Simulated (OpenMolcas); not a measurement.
Ne4+: input and output

Input:

```
&GATEWAY
Coord
1

Ne 0.0 0.0 0.0
Basis=ANO-RCC-VQZP
Group=XYZ
NoMove
AngMom=0.0 0.0 0.0
AMFI
&SEWARD
&RASSCF
FileOrb=start.orb
Symmetry=1
Spin=3
nActEl=4 0 0
Inactive=1 0
Ras2=1 3
CIRoot=3 3 1
SDav=6
CIMx=300
Iter=120 100
PrWF=0.3
OrbListing=Nothing
MaxOrb=0
Atom
>>> COPY $Project.JobIph JOB001
&RASSCF
FileOrb=start.orb
Symmetry=1
Spin=1
nActEl=4 0 0
Inactive=1 0
Ras2=1 3
CIRoot=6 6 1
SDav=12
CIMx=300
Iter=120 100
PrWF=0.3
OrbListing=Nothing
MaxOrb=0
Atom
>>> COPY $Project.JobIph JOB002
&RASSCF
FileOrb=start.orb
Symmetry=2
Spin=5
nActEl=4 0 0
Inactive=1 0
Ras2=1 3
CIRoot=1 1 1
SDav=1
CIMx=300
Iter=120 100
PrWF=0.3
OrbListing=Nothing
MaxOrb=0
Atom
>>> COPY $Project.JobIph JOB003
&RASSCF
FileOrb=start.orb
Symmetry=2
Spin=3
nActEl=4 0 0
Inactive=1 0
Ras2=1 3
CIRoot=5 5 1
SDav=9
CIMx=300
Iter=120 100
PrWF=0.3
OrbListing=Nothing
MaxOrb=0
Atom
>>> COPY $Project.JobIph JOB004
&RASSI
NrOfJobIphs=4 3 6 1 5
1 2 3
1 2 3 4 5 6
1
1 2 3 4 5
IphNames
JOB001
JOB002
JOB003
JOB004
EJob
SpinOrbit
DIPRint=1.0
SOCoupling=1000.0
Subsets=2
MEES
Property=10
'ANGMOM' 1 'ANGMOM' 2 'ANGMOM' 3 'MLTPL  1' 1 'MLTPL  1' 2 'MLTPL  1' 3
'AMFI' 1 'AMFI' 2 'AMFI' 3 'MLTPL  2' 6
SOProperty=3
'ANGMOM' 1 'ANGMOM' 2 'ANGMOM' 3
```

Launched by
```bash
OMP_NUM_THREADS=1 MOLCAS_MEM=2252 MOLCAS_PROJECT=a pymolcas a.inp > a.log  # once for each step of the input, in one work folder
```

A driver script runs the steps one by one and writes start.orb anew before each from the orbitals found so far.

Output, cut to the results:

```
--- SEWARD ---
Basis set label: NE.ANO-RCC...5S4P3D2F1G.

      Electronic valence basis set:
      ------------------
      Associated Effective Charge  10.000000 au
      Associated Actual Charge     10.000000 au
      Nuclear Model: Point charge

      Shell  nPrim  nBasis  Cartesian Spherical Contaminant
         s      14       5        X
         p       9       4        X
         d       4       3                 X
         f       3       2                 X
         g       2       1                 X
                  Relativistic Douglas-Kroll-Hess integrals:
                    - DKH order of Hamiltonian: 2
                    - DKH order of Properties : 0
                  Atomic mean-field integrals
--- RASSCF ---
Wave function specifications:
      -----------------------------

      Number of closed shell electrons           2
      Number of electrons in active shells       4
      Max number of holes in RAS1 space          0
      Max nr of electrons in RAS3 space          0
      Number of inactive orbitals                1
      Number of active orbitals                  4
      Number of secondary orbitals              50
      Spin quantum number                      1.0
      State symmetry                             1
Orbital specifications:
      -----------------------

      Symmetry species                           1   2
                                                ag  au
      Frozen orbitals                            0   0
      Inactive orbitals                          1   0
      Active orbitals                            1   3
      RAS1 orbitals                              0   0
      RAS2 orbitals                              1   3
      RAS3 orbitals                              0   0
      Secondary orbitals                        27  23
      Deleted orbitals                           0   0
      Number of basis functions                 29  26
      Number of CSFs                             6
      Number of root(s) required                 3
      Iter CI   SX   CI       RASSCF       Energy    max ROT     max BLB   max BLB  Level Ln srch  Step   QN
          iter iter root      energy       change     param      element    value   shift minimum  type update
 Nr of preliminary CI iterations:   1
        1   1    8    0  -120.71029782    0.00E+00   1.75E-02    1   3 1 -5.61E-02*  0.00   0.00    SX    NO
        2   1    8    0  -120.71304814   -2.75E-03*  1.85E-03    2   3 1 -9.42E-03*  0.00   0.00    SX    NO
        3   1    6    0  -120.71307864   -3.05E-05*  3.42E-04    2   5 2  6.58E-04*  0.00   0.00    SX    NO
        4   1    5    0  -120.71307927   -6.25E-07*  4.92E-05    2   3 1 -1.47E-04*  0.00   0.00    SX    NO
        5   1    5    0  -120.71307929   -1.65E-08*  7.80E-06    2   5 2  1.68E-05   0.00   0.86    QN   YES
        6   1    3    0  -120.71307929   -4.90E-10  -2.16E-07    2   3 1 -1.94E-06   0.00   1.01    QN   YES
      Convergence after  6 iterations
        7   1    3    0  -120.71307929   -9.52E-13  -2.16E-07    2   3 1 -2.70E-07   0.00   1.01    QN   YES
      Natural orbitals and occupation numbers for root  1
      sym 1:   1.967627
      sym 2:   1.000000   1.000000   0.032373
      Natural orbitals and occupation numbers for root  2
      sym 1:   1.967627
      sym 2:   1.000000   0.032373   1.000000
      Natural orbitals and occupation numbers for root  3
      sym 1:   1.967627
      sym 2:   0.032373   1.000000   1.000000
::    RASSCF root number  1 Total energy:   -120.71307929
::    RASSCF root number  2 Total energy:   -120.71307929
::    RASSCF root number  3 Total energy:   -120.71307929
--- RASSCF ---
Wave function specifications:
      -----------------------------

      Number of closed shell electrons           2
      Number of electrons in active shells       4
      Max number of holes in RAS1 space          0
      Max nr of electrons in RAS3 space          0
      Number of inactive orbitals                1
      Number of active orbitals                  4
      Number of secondary orbitals              50
      Spin quantum number                      0.0
      State symmetry                             1
Orbital specifications:
      -----------------------

      Symmetry species                           1   2
                                                ag  au
      Frozen orbitals                            0   0
      Inactive orbitals                          1   0
...
--- RASSI ---
SPIN-FREE ENERGIES:
  (Shifted by EMIN (a.u.) =       -120.7130792868)

 SF State       Relative EMIN(au)   Rel lowest level(eV)    D:o, cm**(-1)      L_eff

     1             0.0000000000        0.0000000000              0.0000         1.0
     2             0.0000000000        0.0000000000              0.0000         1.0
     3             0.0000000000        0.0000000000              0.0000         1.0
     4             0.1466749754        3.9912294085          32191.4362         2.0
     5             0.1466749754        3.9912294085          32191.4362         2.0
     6             0.1466749754        3.9912294085          32191.4362         2.0
     7             0.1466749754        3.9912294085          32191.4362         2.0
     8             0.1466749754        3.9912294085          32191.4362         2.0
     9             0.2747006144        7.4749845194          60289.8161         0.0
    10             0.3455054108        9.4016811823          75829.6727         0.0
    11             0.8126899590       22.1144203733         178364.8292         2.0
    12             0.8126899590       22.1144203733         178364.8292         2.0
    13             0.8126899590       22.1144203733         178364.8292         2.0
    14             0.8126899590       22.1144203733         178364.8292         2.0
    15             0.8126899590       22.1144203733         178364.8292         2.0
     Dipole printing threshold changed to   1.00000000E+00

++ Dipole transition strengths (spin-free states):
   -----------------------------------------------
     for osc. strength at least  1.00000000E+00

  ( Max oscillator strength is only    4.0403198671698892E-002 )
--
Eigenvalues of complex Hamiltonian:
   -----------------------------------
  (Shifted by EMIN (a.u.) =       -120.7130792868)

 SO State       Relative EMIN(au)   Rel lowest level(eV)    D:o, cm**(-1)     J-value

...
```

The J values that RASSI prints are effective ones from its own formula and need not be integers or half-integers; the table below assigns J from the states.

Levels above the lowest, from the spin-orbit matrix, grouped by J:

| Configuration | Term | J | E (cm⁻¹) | Measured (cm⁻¹) | g | Term weight % |
| --- | --- | --- | --- | --- | --- | --- |
| 2s² 2p² | ³P | 0 | 0.0 | 0.0 |  | 100 |
| 2s² 2p² | ³P | 1 | 392 | 412 | 1.501 | 100 |
| 2s² 2p² | ³P | 2 | 1130 | 1110 | 1.501 | 100 |
| 2s² 2p² | ¹D | 2 | 32966 | 30292 | 1.000 | 100 |
| 2s² 2p² | ¹S | 0 | 61074 | 63914 |  | 100 |
| 2s 2p³ | ⁵S° | 2 | 76595 |  | 2.002 | 100 |

Against the 4 measured excited levels shown (NIST levels in Podobedova, Fuhr, Reader and Wiese, J. Phys. Chem. Ref. Data 33, 525 (2004)) the mean absolute deviation is 1400 cm-1; the largest miss in energy is 2s² 2p² ¹S₀: computed 61074, measured 63914 cm⁻¹ (-4.4 %), and the largest in proportion 2s² 2p² ¹D₂ (+8.8 %).

Computed and measured levels are paired by configuration, term and J; levels that our copy of the source lacks, or whose pairing is in doubt (as where it misses far off the trend of its configuration), stay unpaired and out of the deviations. Only configurations of the active space appear. The first state left out of the spin-orbit step lies near 210000 cm-1 above the lowest spin-free state of the reference (among the parities and spins computed), and the list stops at four fifths of that energy or lower.

The term weight is that of the spin-free term in the level, not the purity of its configuration. ° marks odd parity.
